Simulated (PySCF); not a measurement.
## Ionisation energy of Sr²⁶⁺ by level of theory

Sr²⁶⁺ [Ne] 3s2 (1S) → Sr²⁷⁺ [Ne] 3s1 (2S), as a difference of total energies. All numbers are calculated (PySCF 2.14, the non-relativistic Hamiltonian (point nucleus), in an even-tempered Gaussian basis (16 s from 3.4 bohr⁻², ratio 2.5; 10 p from 4.4 bohr⁻², ratio 2.5; 5 d from 17 bohr⁻², ratio 2.7; 4 f from 25 bohr⁻², ratio 2.7)). Correlated levels: outer shells: 1s2 frozen; virtual orbitals above 40 to 60 times the deepest correlated orbital energy dropped. The calculations carry no spin-orbit coupling.

| method | ionisation energy (eV) |
| --- | --- |
| UHF | 1304.7 |
| LDA | 1308.2 |
| PBE | 1309.2 |
| PBE0 | 1308.3 |
| r2SCAN | 1305.1 |
| B3LYP | 1308.6 |
| PBEsol | 1307.8 |
| MP2 (outer shells) | 1307.8 |
| SCS-MP2 (outer shells) | 1308.2 |

Problem. How much does correlation contribute at MP2 (outer shells)?

Solution. 1307.8 − (1304.7) = 3.1 eV, measured against UHF.

The gap to the reference is mostly relativistic.

For comparison: 1333.4 ± 1.9 eV (semi-empirical (NIST evaluation); NIST Atomic Spectra Database, ionization energies).
